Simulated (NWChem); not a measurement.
System: C$_{4}$H$_{4}$O$_{2}$; SMILES O=C1C=COC1

NWChem input:

```
start job
memory heap 200 mb stack 700 mb global 900 mb
geometry units angstroms noautosym nocenter noautoz
  O     -0.044410     2.081491     0.000000
  C      0.038974     0.866549     0.000000
  C      1.208969    -0.011172     0.000000
  C      0.751339    -1.281519     0.000000
  O     -0.590973    -1.432180     0.000000
  C     -1.158446    -0.104635     0.000000
  H      2.240899     0.308284     0.000000
  H      1.298856    -2.217528     0.000000
  H     -1.780392     0.010134    -0.892546
  H     -1.780392     0.010134     0.892546
end
basis spherical
  O library cc-pvtz
  C library cc-pvtz
  H library cc-pvtz
end
dft
  xc hfexch
  iterations 150
  semidirect filesize 400000000
end
property
  efieldgrad
end
task dft property
```

Excerpt of the output:

```
             Northwest Computational Chemistry Package (NWChem) 7.3.0
             --------------------------------------------------------

                             Geometry "geometry" -> ""
                             -------------------------

 Output coordinates in angstroms (scale by  1.889725989 to convert to a.u.)

  No.       Tag          Charge          X              Y              Z
 ---- ---------------- ---------- -------------- -------------- --------------
    1 O                    8.0000    -0.04441000     2.08149100     0.00000000
    2 C                    6.0000     0.03897400     0.86654900     0.00000000
    3 C                    6.0000     1.20896900    -0.01117200     0.00000000
    4 C                    6.0000     0.75133900    -1.28151900     0.00000000
    5 O                    8.0000    -0.59097300    -1.43218000     0.00000000
    6 C                    6.0000    -1.15844600    -0.10463500     0.00000000
    7 H                    1.0000     2.24089900     0.30828400     0.00000000
    8 H                    1.0000     1.29885600    -2.21752800     0.00000000
    9 H                    1.0000    -1.78039200     0.01013400    -0.89254600
   10 H                    1.0000    -1.78039200     0.01013400     0.89254600

 Effective nuclear repulsion energy (a.u.)     220.7750283159

  xc_inp: hfexch multiplicative factor not found.
                              NWChem Property Module
                              ----------------------

  itol2e modified to match energy
  convergence criterion.

                                 NWChem DFT Module
                                 -----------------

 Summary of "ao basis" -> "ao basis" (spherical)
 ------------------------------------------------------------------------------
       Tag                 Description            Shells   Functions and Types
 ---------------- ------------------------------  ------  ---------------------
 O                          cc-pvtz                 10       30   4s3p2d1f
 C                          cc-pvtz                 10       30   4s3p2d1f
 H                          cc-pvtz                  6       14   3s2p1d

  itol2e modified to match energy
  convergence criterion.

            General Information
            -------------------
          SCF calculation type: DFT
          Wavefunction type:  closed shell.
          No. of atoms     :    10
          No. of electrons :    44
           Alpha electrons :    22
            Beta electrons :    22
          Charge           :     0
          Spin multiplicity:     1
          Use of symmetry is: off; symmetry adaption is: off
          Maximum number of iterations: 150
          AO basis - number of functions:   236
                     number of shells:    84
          Convergence on energy requested:  1.00D-07
          Convergence on density requested:  1.00D-05
          Convergence on gradient requested:  5.00D-04

              XC Information
              --------------
                     Hartree-Fock (Exact) Exchange  1.000

      Superposition of Atomic Density Guess
      -------------------------------------

 Sum of atomic energies:        -302.24256283

      Non-variational initial energy
      ------------------------------

 Total energy =    -305.610907
 1-e energy   =    -848.402575
 2-e energy   =     322.016639
 HOMO         =      -0.302569
 LUMO         =      -0.035505

------------------------------------------------------------
EAF file 0: "./job.aoints.0" size=1098907648 bytes
------------------------------------------------------------
               write      read    awrite     aread      wait
               -----      ----    ------     -----      ----
     calls:     2096         0         0         0         0
   data(b): 1.10e+09  0.00e+00  0.00e+00  0.00e+00
   time(s): 0.00e+00  0.00e+00  0.00e+00  0.00e+00  0.00e+00
rate(mb/s): 0.00e+00  0.00e+00
------------------------------------------------------------

   convergence    iter        energy       DeltaE   RMS-Dens  Diis-err
 ---------------- ----- ----------------- --------- --------- ---------
 d= 0,ls=0.0,diis     1   -303.4645686866 -5.24D+02  4.11D-03  1.09D+00
 d= 0,ls=0.0,diis     2   -303.5476088633 -8.30D-02  2.03D-03  6.23D-01
 d= 0,ls=0.0,diis     3   -303.6029460475 -5.53D-02  4.38D-04  1.56D-02
 d= 0,ls=0.0,diis     4   -303.6060164378 -3.07D-03  1.84D-04  1.69D-03
 d= 0,ls=0.0,diis     5   -303.6063919022 -3.75D-04  1.14D-04  2.57D-04
  Resetting Diis
 d= 0,ls=0.0,diis     6   -303.6064946722 -1.03D-04  7.32D-05  5.80D-05
 d= 0,ls=0.0,diis     7   -303.6065223680 -2.77D-05  1.34D-05  7.52D-06
 d= 0,ls=0.0,diis     8   -303.6065243629 -1.99D-06  4.91D-06  2.20D-06
 d= 0,ls=0.0,diis     9   -303.6065250461 -6.83D-07  1.07D-05  1.11D-06
 d= 0,ls=0.0,diis    10   -303.6065255533 -5.07D-07  1.32D-06  6.40D-08
 d= 0,ls=0.0,diis    11   -303.6065255680 -1.47D-08  6.53D-07  4.50D-09

         Total DFT energy =     -303.606525568028
      One electron energy =     -851.545840887204
           Coulomb energy =      365.826391268448
    Exchange-Corr. energy =      -38.662104265144
 Nuclear repulsion energy =      220.775028315872

 Numeric. integr. density =        0.000000000000

                       DFT Final Molecular Orbital Analysis
                       ------------------------------------

 Vector   20  Occ=2.000000D+00  E=-5.194024D-01
              MO Center= -3.0D-01,  6.7D-01,  4.5D-15, r^2= 3.0D+00
   Bfn.  Coefficient  Atom+Function         Bfn.  Coefficient  Atom+Function
  ----- ------------  ---------------      ----- ------------  ---------------
    10      0.250543   1 O  pz                7      0.193914   1 O  pz
    13      0.179378   1 O  pz              160     -0.173731   6 C  pz
    40      0.170391   2 C  pz              210      0.139936   9 H  s
   224     -0.139936  10 H  s               157     -0.137127   6 C  pz
    70      0.129769   3 C  pz               37      0.124152   2 C  pz

[...]

          -----------------------
          Electric field gradient
          -----------------------

 1 a.u. = 0.324123 10**(16) esu/cm**3  ( or statvolts/cm**2 ) = 0.97174 10**(22) v/m**2

 ------------------------------------------------------------
   Atom      X         Y         Z
 ------------------------------------------------------------
    1 O   -0.08392   3.93345   0.00000
 ------------------------------------------------------------

 Electric field gradient in molecular frame (a.u.)
         XX             YY             ZZ             XY             XZ             YZ
 ------------------------------------------------------------------------------------------
        1.887208      -0.697099      -1.190108       0.172766      -0.000000      -0.000000

 Principal components (a.u.) and orientation
 of principal axis w.r.t. absolute frame                      Asymmetry parameter eta
 --------------------------------------------------------------------------------------
        1.898706      -1.190108      -0.708598                       0.253599

        0.997792       0.000000      -0.066409
        0.066409       0.000000       0.997792
        0.000000       1.000000       0.000000

 ------------------------------------------------------------
   Atom      X         Y         Z
 ------------------------------------------------------------
    2 C    0.07365   1.63754   0.00000
 ------------------------------------------------------------

 Electric field gradient in molecular frame (a.u.)
         XX             YY             ZZ             XY             XZ             YZ
 ------------------------------------------------------------------------------------------
        0.254801       0.391080      -0.645881      -0.050858       0.000000       0.000000

 Principal components (a.u.) and orientation
 of principal axis w.r.t. absolute frame                      Asymmetry parameter eta
 --------------------------------------------------------------------------------------
       -0.645881       0.407967       0.237914                       0.263288

        0.000000      -0.315125       0.949050
        0.000000       0.949050       0.315125
        1.000000       0.000000       0.000000

 ------------------------------------------------------------
   Atom      X         Y         Z
 ------------------------------------------------------------
    3 C    2.28462  -0.02111   0.00000
 ------------------------------------------------------------

 Electric field gradient in molecular frame (a.u.)
         XX             YY             ZZ             XY             XZ             YZ
 ------------------------------------------------------------------------------------------
        0.057546       0.096706      -0.154252       0.037192      -0.000000      -0.000000

 Principal components (a.u.) and orientation
 of principal axis w.r.t. absolute frame                      Asymmetry parameter eta
 --------------------------------------------------------------------------------------
       -0.154252       0.119157       0.035095                       0.544970

        0.000000       0.516799       0.856106
        0.000000       0.856106      -0.516799
        1.000000       0.000000       0.000000

 ------------------------------------------------------------
   Atom      X         Y         Z
 ------------------------------------------------------------
    4 C    1.41982  -2.42172   0.00000
 ------------------------------------------------------------

 Electric field gradient in molecular frame (a.u.)
         XX             YY             ZZ             XY             XZ             YZ
 ------------------------------------------------------------------------------------------
       -0.047925       0.542405      -0.494480       0.012668      -0.000000      -0.000000

 Principal components (a.u.) and orientation
 of principal axis w.r.t. absolute frame                      Asymmetry parameter eta
 --------------------------------------------------------------------------------------
        0.542677      -0.494480      -0.048197                       0.822374

        0.021445       0.000000       0.999770
        0.999770       0.000000      -0.021445
        0.000000       1.000000       0.000000

 ------------------------------------------------------------
   Atom      X         Y         Z
 ------------------------------------------------------------
    5 O   -1.11678  -2.70643   0.00000
 ------------------------------------------------------------

 Electric field gradient in molecular frame (a.u.)
         XX             YY             ZZ             XY             XZ             YZ
 ------------------------------------------------------------------------------------------
       -1.306535      -0.276892       1.583427       0.817756      -0.000000       0.000000

 Principal components (a.u.) and orientation
 of principal axis w.r.t. absolute frame                      Asymmetry parameter eta
 --------------------------------------------------------------------------------------
       -1.758029       1.583427       0.174602                       0.801366

        0.875433       0.000000       0.483339
       -0.483339       0.000000       0.875433
        0.000000       1.000000       0.000000

 ------------------------------------------------------------
   Atom      X         Y         Z
 ------------------------------------------------------------
    6 C   -2.18915  -0.19773   0.00000
 ------------------------------------------------------------

 Electric field gradient in molecular frame (a.u.)
         XX             YY             ZZ             XY             XZ             YZ
 ------------------------------------------------------------------------------------------
        0.123451      -0.377460       0.254009       0.230195       0.000000       0.000000

 Principal components (a.u.) and orientation
 of principal axis w.r.t. absolute frame                      Asymmetry parameter eta
 --------------------------------------------------------------------------------------
       -0.467177       0.254009       0.213168                       0.087420

       -0.363140       0.000000       0.931735
        0.931735       0.000000       0.363140
        0.000000       1.000000      -0.000000

 ------------------------------------------------------------
   Atom      X         Y         Z
 ------------------------------------------------------------
    7 H    4.23469   0.58257   0.00000
 ------------------------------------------------------------

 Electric field gradient in molecular frame (a.u.)
         XX             YY             ZZ             XY             XZ             YZ
 ------------------------------------------------------------------------------------------
       -0.270271       0.103548       0.166723      -0.126165       0.000000       0.000000

 Principal components (a.u.) and orientation
 of principal axis w.r.t. absolute frame                      Asymmetry parameter eta
 --------------------------------------------------------------------------------------
       -0.308867       0.166723       0.142144                       0.079580

        0.956255       0.000000      -0.292535
        0.292535       0.000000       0.956255
        0.000000       1.000000       0.000000

 ------------------------------------------------------------
   Atom      X         Y         Z
 ------------------------------------------------------------
    8 H    2.45448  -4.19052   0.00000
 ------------------------------------------------------------

 Electric field gradient in molecular frame (a.u.)
         XX             YY             ZZ             XY             XZ             YZ
 ------------------------------------------------------------------------------------------
        0.025994      -0.177560       0.151566       0.188608       0.000000      -0.000000

 Principal components (a.u.) and orientation
 of principal axis w.r.t. absolute frame                      Asymmetry parameter eta
 --------------------------------------------------------------------------------------
       -0.290100       0.151566       0.138533                       0.044926

       -0.512401       0.000000       0.858746
        0.858746       0.000000       0.512401
        0.000000       1.000000       0.000000

 ------------------------------------------------------------
   Atom      X         Y         Z
 ------------------------------------------------------------
    9 H   -3.36445   0.01915  -1.68667
 ------------------------------------------------------------

 Electric field gradient in molecular frame (a.u.)
         XX             YY             ZZ             XY             XZ             YZ
 ------------------------------------------------------------------------------------------
        0.010964       0.126998      -0.137962       0.030554      -0.197036       0.033035

 Principal components (a.u.) and orientation
 of principal axis w.r.t. absolute frame                      Asymmetry parameter eta
 --------------------------------------------------------------------------------------
       -0.279025       0.149414       0.129611                       0.070974

        0.566489       0.794108      -0.220189
       -0.109088       0.337109       0.935124
        0.816817      -0.505717       0.277596

[...]
```

Level: Hartree-Fock/cc-pVTZ. Structure relaxed at the B3LYP/6-31G* (spherical d) level. NWChem prints the field gradient with the sign opposite to the second derivative of the potential.
